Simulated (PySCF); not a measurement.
H3Si, SMILES [SiH3-], charge -1.

Geometry optimised at PBE0-D3(BJ)/def2-TZVPD.

These are PBE/def2-TZVPD in PySCF values and carry that method's errors.

The molecule is in vacuum. A positive occupied level means that this level leaves the electron formally unbound; only the finite basis holds it.

```json
{
  "total_energy": "-291.12374 hartree",
  "point_group": "C3v",
  "highest_occupied_level": "1.14 eV",
  "lowest_empty_level": "4.21 eV",
  "orbital_gap": "3.06 eV",
  "dipole_moment_about_the_centre_of_nuclear_charge": "0.30 D",
  "mean_static_polarisability": "72.0 bohr³ (10.67 Å³)",
  "polarisability_principal_values": "65.1, 65.1, 85.9 bohr³"
}
```
